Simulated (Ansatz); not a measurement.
## Molecular dynamics, step by step

SbN2H3 (SMILES N#N.[SbH3]), singlet, PBE0-D4/def2-SVP (Ansatz 0.2.0). Settings (timestep in fs, temperature in K, friction in 1/fs; T counts 18 degrees of freedom, while the starting velocities carry no drift of the centre of mass, so T starts below the set value):

```yaml
hamiltonian: {xc: pbe0, dispersion: d4}
md: {n_steps: 40, timestep: 0.25, temperature: 300, ensemble: nvt_langevin, seed: 336, friction: 0.05, initial_velocities: maxwell_boltzmann}
```

Start (the SMILES describes the start alone):

```
6
angstrom
N 0.4923 0.9196 -2.1301
N 1.1691 0.9854 -2.9812
Sb -1.0231 -0.1540 1.0631
H -0.8486 -0.9933 2.5415
H 0.4610 0.6559 1.2983
H -0.2507 -1.4137 0.2082
```

| step | time (fs) | potential energy less the start (meV) | kinetic energy (meV) | T (K) |
| --- | --- | --- | --- | --- |
| 0 | 0.00 | 0.0 | 193.9 | 250 |
| 2 | 0.50 | -2.8 | 242.0 | 312 |
| 4 | 1.00 | 4.7 | 227.5 | 293 |
| 6 | 1.50 | 21.1 | 200.9 | 259 |
| 8 | 2.00 | 43.1 | 240.2 | 310 |
| 10 | 2.50 | 65.7 | 213.9 | 276 |
| 12 | 3.00 | 85.9 | 197.4 | 255 |
| 14 | 3.50 | 100.3 | 182.2 | 235 |
| 16 | 4.00 | 107.7 | 140.3 | 181 |
| 18 | 4.50 | 108.5 | 116.5 | 150 |
| 20 | 5.00 | 100.7 | 139.7 | 180 |
| 22 | 5.50 | 91.4 | 141.9 | 183 |
| 24 | 6.00 | 78.2 | 158.8 | 205 |
| 26 | 6.50 | 64.9 | 179.2 | 231 |
| 28 | 7.00 | 54.2 | 236.2 | 305 |
| 30 | 7.50 | 50.6 | 210.3 | 271 |
| 32 | 8.00 | 55.6 | 197.6 | 255 |
| 34 | 8.50 | 67.2 | 174.6 | 225 |
| 36 | 9.00 | 84.4 | 159.7 | 206 |
| 38 | 9.50 | 96.5 | 126.0 | 162 |
| 40 | 10.00 | 102.5 | 127.7 | 165 |

Step 6, positions (Å) and forces (eV/Å):

| atom | x | y | z | Fx | Fy | Fz |
| --- | --- | --- | --- | --- | --- | --- |
| N1 | 0.495 | 0.917 | -2.117 | 0.990 | 0.079 | -1.278 |
| N2 | 1.171 | 0.975 | -2.992 | -0.997 | -0.083 | 1.289 |
| Sb3 | -1.024 | -0.153 | 1.063 | -0.409 | 0.334 | 0.457 |
| H4 | -0.849 | -1.004 | 2.559 | -0.028 | 0.098 | -0.136 |
| H5 | 0.468 | 0.632 | 1.292 | 0.153 | 0.131 | 0.054 |
| H6 | -0.255 | -1.387 | 0.244 | 0.291 | -0.559 | -0.386 |

Step 28, positions (Å) and forces (eV/Å):

```json
{"atom": "N1", "x": "0.524", "y": "0.910", "z": "-2.104", "Fx": "0.003", "Fy": "-0.005", "Fz": "-0.014"}
{"atom": "N2", "x": "1.155", "y": "0.942", "z": "-3.002", "Fx": "-0.014", "Fy": "0.001", "Fz": "0.023"}
{"atom": "Sb3", "x": "-1.028", "y": "-0.142", "z": "1.063", "Fx": "0.210", "Fy": "-0.326", "Fz": "1.040"}
{"atom": "H4", "x": "-0.840", "y": "-1.035", "z": "2.624", "Fx": "-0.144", "Fy": "0.510", "Fz": "-0.914"}
{"atom": "H5", "x": "0.531", "y": "0.549", "z": "1.271", "Fx": "-0.073", "Fy": "0.111", "Fz": "0.040"}
{"atom": "H6", "x": "-0.282", "y": "-1.411", "z": "0.221", "Fx": "0.017", "Fy": "-0.291", "Fz": "-0.175"}
```

Step 32, positions (Å) and forces (eV/Å):

| atom | x | y | z | Fx | Fy | Fz |
| --- | --- | --- | --- | --- | --- | --- |
| N1 | 0.531 | 0.910 | -2.109 | -1.210 | -0.055 | 1.719 |
| N2 | 1.153 | 0.936 | -2.999 | 1.199 | 0.051 | -1.710 |
| Sb3 | -1.028 | -0.140 | 1.064 | 0.588 | -0.542 | 0.726 |
| H4 | -0.841 | -1.031 | 2.612 | -0.128 | 0.462 | -0.813 |
| H5 | 0.552 | 0.544 | 1.263 | -0.265 | 0.020 | 0.020 |
| H6 | -0.281 | -1.439 | 0.204 | -0.184 | 0.065 | 0.058 |

Last step (40):

```xyz
6
angstrom
N 0.5377 0.9096 -2.1140
N 1.1461 0.9275 -2.9973
Sb -1.0296 -0.1385 1.0643
H -0.8448 -1.0273 2.5557
H 0.5739 0.5324 1.2517
H -0.2748 -1.4895 0.1664
```

The run took about 49 s on 2 CPU threads of an Arm Neoverse V1 (shared host).
